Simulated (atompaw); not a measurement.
## Logarithmic derivatives: manganese (Mn), PAW (atompaw)

manganese (Mn), PAW, made with atompaw 4.2.0.5 (PBEsol, scalar-relativistic). Core [Ar], reference 3d5 4s2 4p0. Waves: 4s (bound): rc 2.60 bohr; 4s channel at 0.65 Ry: rc 2.15 bohr; 4p (bound, empty): rc 2.60 bohr; 4p channel at 0.8 Ry: rc 2.60 bohr; 3d (bound): rc 1.30 bohr; 3d channel at 0.1 Ry: rc 1.30 bohr. Local part: ultrasoft scheme with l = 3 at 0 Ry, radius 2.00 bohr. Core correction: smooth core density matched at 2.30 bohr. Augmentation charge: sinc compensation charge, radius 1.95 bohr; PAW radius 2.60 bohr; waves and projectors: custom rrkj gramschmidtortho.

The phase is arctan(r·u′/u) with u = r·R(r), unwrapped; energies in Ry, scanned from -2 to 5 Ry. A pole is an energy at which the radial function vanishes at the test radius. The pseudo phase is shifted by a multiple of π to meet the all-electron one at the reference energy, and phase errors are pseudo minus all-electron; the curves can meet again beyond the range given. Levels narrower than the energy grid can be missing from the lists of poles.

| channel | radius (bohr) | reference energy (Ry) | poles, all-electron | poles, pseudo | unbroken range about the reference energy with phases within 0.05 rad | phase error 1 Ry above the reference energy (rad) |
| --- | --- | --- | --- | --- | --- | --- |
| s | 2.61 | -0.38 | 1.63 | 1.62 | below 4.4 | -0.000 |
| p | 2.61 | -0.10 | 2.59 | 2.53 | below 3.5 | -0.000 |
| d | 2.61 | -0.50 | -0.35, 4.22 | -0.35, 4.34 | the whole range | +0.000 |

Phases in the p channel:

```json
{"E (Ry)": "-2.00", "all-electron": "1.275", "pseudo": "1.273"}
{"E (Ry)": "-1.76", "all-electron": "1.252", "pseudo": "1.250"}
{"E (Ry)": "-1.52", "all-electron": "1.224", "pseudo": "1.223"}
{"E (Ry)": "-1.28", "all-electron": "1.188", "pseudo": "1.187"}
{"E (Ry)": "-1.04", "all-electron": "1.141", "pseudo": "1.140"}
{"E (Ry)": "-0.80", "all-electron": "1.076", "pseudo": "1.076"}
{"E (Ry)": "-0.56", "all-electron": "0.983", "pseudo": "0.983"}
{"E (Ry)": "-0.32", "all-electron": "0.837", "pseudo": "0.837"}
{"E (Ry)": "-0.08", "all-electron": "0.591", "pseudo": "0.591"}
{"E (Ry)": "0.16", "all-electron": "0.173", "pseudo": "0.173"}
{"E (Ry)": "0.40", "all-electron": "-0.379", "pseudo": "-0.379"}
{"E (Ry)": "0.64", "all-electron": "-0.822", "pseudo": "-0.822"}
{"E (Ry)": "0.88", "all-electron": "-1.086", "pseudo": "-1.087"}
{"E (Ry)": "1.12", "all-electron": "-1.243", "pseudo": "-1.243"}
{"E (Ry)": "1.36", "all-electron": "-1.344", "pseudo": "-1.344"}
{"E (Ry)": "1.60", "all-electron": "-1.413", "pseudo": "-1.414"}
{"E (Ry)": "1.84", "all-electron": "-1.465", "pseudo": "-1.467"}
{"E (Ry)": "2.08", "all-electron": "-1.506", "pseudo": "-1.508"}
{"E (Ry)": "2.32", "all-electron": "-1.539", "pseudo": "-1.543"}
{"E (Ry)": "2.56", "all-electron": "-1.567", "pseudo": "-1.574"}
{"E (Ry)": "2.80", "all-electron": "-1.593", "pseudo": "-1.604"}
{"E (Ry)": "3.04", "all-electron": "-1.616", "pseudo": "-1.634"}
{"E (Ry)": "3.28", "all-electron": "-1.639", "pseudo": "-1.667"}
{"E (Ry)": "3.52", "all-electron": "-1.661", "pseudo": "-1.710"}
{"E (Ry)": "3.76", "all-electron": "-1.685", "pseudo": "-1.774"}
{"E (Ry)": "4.00", "all-electron": "-1.709", "pseudo": "-1.905"}
{"E (Ry)": "4.24", "all-electron": "-1.737", "pseudo": "-2.429"}
{"E (Ry)": "4.48", "all-electron": "-1.769", "pseudo": "-4.143"}
{"E (Ry)": "4.72", "all-electron": "-1.808", "pseudo": "-4.521"}
{"E (Ry)": "4.96", "all-electron": "-1.858", "pseudo": "-4.632"}
```
